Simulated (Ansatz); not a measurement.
Reactions of C2H7BrSi, SMILES `CC[SiH2]Br`.

Computed with Ansatz on PBE0-D4/def2-TZVP structures; ΔE is electronic, products minus reactants. CBS: MP2 limit from def2 TZ/QZ plus the TZ coupled-cluster correction, frozen cores. This one scheme is used for every species. Elements past krypton have def2 core potentials. For Br, I, Se outer-core shells are correlated without core-valence functions, which leaves a few kJ/mol of doubt a bond. Scalar relativity is left out up to krypton. Each species was taken in one conformer, which may not be the lowest.

(1) Order these by ΔE at CCSD(T)/CBS, lowest first. (Estimate.)
A. `CC[SiH2]Br` + HI → `CC[SiH2]I` + HBr
B. `CC[SiH2]Br` + `O[SiH3]` → `[SiH3]O[SiH2]Br` + `CC`
C. `CC[SiH2]Br` + H₂Se → `CC[SiH2][SeH]` + HBr
D. `CC[SiH2]Br` + `OCF` → `FCO[SiH2]Br` + `CC`

Largest T1 diagnostic: 0.011, for `OCF`.

Answers

(1) B (-28.7 kcal/mol), D (-22.9 kcal/mol), A (+1.5 kcal/mol), C (+7.8 kcal/mol).
